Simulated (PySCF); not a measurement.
Atom-mapped SMILES (the numbers label the heavy atoms): `[O:1]=[C:2]([F:3])[c:4]1[cH:5][c:6]2[cH:7][cH:8][cH:9][cH:10][c:11]2[o:12]1`; H(Xn) means a hydrogen on atom n.

Calculated, not measured (PySCF 2.14.0 with density-fitted response routines): geometry from GFN2-xTB, GIAO PBE0/pcSseg-1 shieldings. A single conformation, isolated molecule, no relativistic terms.

Question: List the cross peaks expected in HSQC, COSY and HMBC spectra.

Answer: 

HSQC (one-bond C–H):
```tsv
δH	δC
8.21 (H(C7))	129.6 (C7)
8.05 (H(C5))	129.3 (C5)
7.94 (H(C9))	134.8 (C9)
7.91 (H(C10))	118.2 (C10)
7.73 (H(C8))	129.6 (C8)
```

COSY cross peaks (H two or three bonds apart, from the bond graph; peaks can be absent where the dihedral angle is near 90°):
```tsv
δH	δH
8.21 (H(C7))	7.73 (H(C8))
7.94 (H(C9))	7.91 (H(C10))
7.94 (H(C9))	7.73 (H(C8))
```

HMBC (two and three bonds, from the bond graph):
```tsv
δH	δC
8.21 (H(C7))	163.8 (C11), 134.8 (C9), 133.0 (C6), 129.6 (C8), 129.3 (C5)
8.05 (H(C5))	163.8 (C11), 156.9 (C2), 146.9 (C4), 133.0 (C6), 129.6 (C7)
7.94 (H(C9))	163.8 (C11), 129.6 (C8), 129.6 (C7), 118.2 (C10)
7.91 (H(C10))	163.8 (C11), 134.8 (C9), 133.0 (C6), 129.6 (C8)
7.73 (H(C8))	134.8 (C9), 133.0 (C6), 129.6 (C7), 118.2 (C10)
```

Referencing at the same level of theory: 1H (σ = 31.72 ppm), 13C (σ = 186.93 ppm) vs TMS.

Shifts are as computed. Against solution values, carbons near 30 ppm lie about +3 ppm off and those near 130 ppm about +5 ppm. Of 1211 compounds with measured shifts, 218 miss one by over three times the rms of a fit or turn the order of signals round; such compounds aren't used in these exercises.
